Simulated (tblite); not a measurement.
Compound: C₅H₈OSi (charge +1 and doublet state).
Numbering: `[SiH3:1][O:2][C+:3]1[CH:4][CH2:5][CH:6]=[CH:7]1` (hydrogens: H8, H9, H10 on Si1; H11 on C4; H12, H13 on C5; H14 on C6; H15 on C7)

The geometry is computed with GFN2-xTB (gas phase). This method treats the open shell by occupation alone, without spin polarisation.

(1) What internal coordinates does the optimisation give?

Results:

(1) 
```json
{"bond": "Si1–O2", "length (Å)": "1.664"}
{"bond": "O2–C3", "length (Å)": "1.291"}
{"bond": "C3–C4", "length (Å)": "1.405"}
{"bond": "C4–C5", "length (Å)": "1.468"}
{"bond": "C5–C6", "length (Å)": "1.495"}
{"bond": "C6=C7", "length (Å)": "1.350"}
{"bond": "C3–C7", "length (Å)": "1.439"}
{"bond": "Si1–H8, Si1–H9, Si1–H10", "length (Å)": "1.461"}
{"bond": "C4–H11", "length (Å)": "1.076"}
{"bond": "C5–H12, C5–H13", "length (Å)": "1.096"}
{"bond": "C6–H14", "length (Å)": "1.075"}
{"bond": "C7–H15", "length (Å)": "1.074"}
```

Bonds in one row agree within 0.01 Å and their mean is given. A selection of angles:
```json
{"angle": "O2–Si1–H8", "degrees": "111.5"}
{"angle": "O2–Si1–H9", "degrees": "98.4"}
{"angle": "H8–Si1–H9", "degrees": "115.9"}
{"angle": "H9–Si1–H10", "degrees": "114.0"}
{"angle": "Si1–O2–C3", "degrees": "143.6"}
{"angle": "O2–C3–C4", "degrees": "124.0"}
{"angle": "O2–C3–C7", "degrees": "127.6"}
{"angle": "C4–C3–C7", "degrees": "108.4"}
{"angle": "C3–C4–C5", "degrees": "109.1"}
{"angle": "C3–C4–H11", "degrees": "125.5"}
{"angle": "C5–C4–H11", "degrees": "125.4"}
{"angle": "C4–C5–C6", "degrees": "103.1"}
{"angle": "C4–C5–H12", "degrees": "112.1"}
{"angle": "C6–C5–H12", "degrees": "112.5"}
{"angle": "C6–C5–H13", "degrees": "112.6"}
{"angle": "H12–C5–H13", "degrees": "104.7"}
{"angle": "C5–C6–C7", "degrees": "110.5"}
{"angle": "C5–C6–H14", "degrees": "123.0"}
{"angle": "C7–C6–H14", "degrees": "126.6"}
{"angle": "C6–C7–H15", "degrees": "126.9"}
{"angle": "C3–C7–C6", "degrees": "109.0"}
{"angle": "C3–C7–H15", "degrees": "124.1"}
```

Dihedral angles: Si1–O2–C3–C4 180° (antiperiplanar); O2–C3–C4–C5 180° (antiperiplanar); C3–C4–C5–C6 0° (synperiplanar); C4–C5–C6–C7 0° (synperiplanar); C5–C6–C7–C3 0° (synperiplanar); O2–C3–C7–C6 180° (antiperiplanar).

C6 (carbon bonded to 2 C and H) is planar (angles 126.6°, 123.0° and 110.5°, sum 360.0°, 0.00 Å off the plane of its three neighbours). The 5 C–C bonds span 1.350 Å (C6=C7, drawn double in one of several resonance forms) to 1.495 Å (C5–C6, drawn single), a spread of 0.145 Å. C3 (carbon bonded to 2 C and O) is planar (angles 127.6°, 124.0° and 108.4°, sum 360.0°, 0.00 Å off the plane of its three neighbours). C4 (carbon bonded to 2 C and H) is planar (angles 125.5°, 125.4° and 109.1°, sum 360.0°, 0.00 Å off the plane of its three neighbours). The 7 heavy atoms lie in one plane (0.000 Å rms). Of the pairs four or more bonds apart, Si1···H15 is among the closest relative to their van der Waals radii: 3.38 Å, 102 % of the sum of Bondi's values. Si1 (silicon bonded to O and 3 H) is distorted tetrahedral (angles from 98.4° to 115.9°).

Point group: Cs (every atom within 0.08 Å of its image). Its GFN2-xTB frequencies are all real (lowest 80 cm⁻¹).

One conformer stands for the species.
